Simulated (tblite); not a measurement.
C4H6F2NO (doublet state).
SMILES with atom numbers: `[CH3:1][C:2](=[N:3])[CH2:4][O:5][CH:6]([F:7])[F:8]` (hydrogens: H9, H10, H11 on C1; H12, H13 on C4; H14 on C6)

Structure optimised with GFN2-xTB, isolated species. This method treats the open shell by occupation alone, without spin polarisation.

Q: List the bond lengths, angles and torsions at this level.

A: 
| bond | length (Å) | order |
| --- | --- | --- |
| C1–C2 | 1.512 | single |
| C2=N3 | 1.224 | double |
| C2–C4 | 1.544 | single |
| C4–O5 | 1.407 | single |
| O5–C6 | 1.354 | single |
| C6–F7 | 1.334 | single |
| C6–F8 | 1.360 | single |
| C1–H9, C1–H10, C1–H11 | 1.087 | single |
| C4–H12 | 1.099 | single |
| C4–H13 | 1.090 | single |
| C6–H14 | 1.124 | single |

Bonds in one row agree within 0.01 Å and their mean is given. Orders are formal, as drawn. A selection of angles:
| angle | degrees |
| --- | --- |
| C1–C2–N3 | 125.0 |
| C1–C2–C4 | 111.8 |
| N3–C2–C4 | 123.2 |
| C2–C4–O5 | 113.4 |
| C4–O5–C6 | 115.2 |
| O5–C6–F7 | 108.6 |
| O5–C6–F8 | 111.6 |
| F7–C6–F8 | 106.6 |

Torsions: C1–C2–C4–O5 151° (antiperiplanar); C2–C4–O5–C6 57° (synclinal); C4–O5–C6–F7 -172° (antiperiplanar). The mirror-image conformer, all signs reversed, is as good.

The 2 C–C bonds span 1.512 Å (C1–C2, drawn single) to 1.544 Å (C2–C4, drawn single), a spread of 0.032 Å. O5 (oxygen bonded to 2 C) is bent (angle 115.2°). C2 (carbon bonded to 2 C and N) is planar (angles 125.0°, 123.2° and 111.8°, sum 360.0°, 0.01 Å off the plane of its three neighbours). The C–O distances run from 1.354 Å (O5–C6, drawn single) to 1.407 Å (C4–O5, drawn single), a spread of 0.053 Å. The 2 C–F bonds span 1.334 Å (C6–F7, drawn single) to 1.360 Å (C6–F8, drawn single), a spread of 0.026 Å. Of the pairs four or more bonds apart, N3···H14 is among the closest relative to their van der Waals radii: 1.87 Å, 68 % of the sum of Bondi's values.

Point group: C1 (no symmetry element, even within 0.4 Å). Its GFN2-xTB frequencies are all real (lowest 46 cm⁻¹).

The numbers are calculated, not measured.
